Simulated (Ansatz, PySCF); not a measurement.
Reaction (SMILES): OCO → [O]CO + H atom (the H-O bond at the site shown breaks; other sites are not compared here)
Geometries: B3LYP-D3(BJ)/def2-TZVP minima from Ansatz (a first-principles code), one conformer each, not searched for the lowest.

Property: bond dissociation energy (enthalpy at 298 K, with B3LYP-D3(BJ) rigid-rotor harmonic-oscillator terms from PySCF), in kcal/mol. Correlated levels leave the core frozen unless marked. UHF or UKS for open shells. No spin-orbit coupling. No relativistic terms. CBS(X,Y): correlation extrapolated as X^-3; Hartree-Fock from the larger set. The bracket is a focal-point correction in the basis named.

RI-MP2/CBS(cc-pVTZ,cc-pVQZ)+[CCSD(T)-MP2]/cc-pVTZ (Ansatz) gives 106.6 kcal/mol.

Problem. Another calculation gave 101.7 kcal/mol. Which level was it?
A. SVWN5/def2-TZVPD (Ansatz)
B. HSE06/def2-TZVPD (Ansatz)
C. BLYP/def2-TZVPD (Ansatz)
D. wB97M-V/def2-TZVPD (Ansatz)

Solution. D, wB97M-V/def2-TZVPD (Ansatz). The others give 97.4 (HSE06), 94.2 (BLYP), 106.7 (SVWN5) kcal/mol.
